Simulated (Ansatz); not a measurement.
```yaml
crystal:
  periodic: [false, false, false]
  atoms:
    - {symbol: B, position_ang: [-0.784091, 0.762999, -1.326254]}
    - {symbol: B, position_ang: [0.262526, 0.907893, -0.119572]}
    - {symbol: Ge, position_ang: [0.465255, -0.864951, 0.953574]}
    - {symbol: H, position_ang: [-0.451152, 0.349812, -2.403430]}
    - {symbol: H, position_ang: [-1.962074, 0.928194, -1.161888]}
    - {symbol: H, position_ang: [0.930918, 1.817081, 0.270220]}
    - {symbol: H, position_ang: [1.937429, -1.314893, 0.900232]}
    - {symbol: H, position_ang: [-0.403779, -2.027696, 0.444330]}
    - {symbol: H, position_ang: [0.093568, -0.604738, 2.425489]}
basis:
  gaussian: {orbitals: def2-TZVP}
hamiltonian: {xc: {name: HF}}
correlation: {method: mp2, frozen_orbitals: {B: 0}}
output: {forces: true}
```

```sh
$ ansatz run in.yaml --threads 2 --pin off --events-out ev --progress --plain --max-ram 4352MiB
```

(1) How does Ansatz answer? (Best estimate.)

Results:

(1) The calculation gave: The program refused the input.
```
Functional definition: HF
Error: "frozen_orbitals" has no count for Ge
```
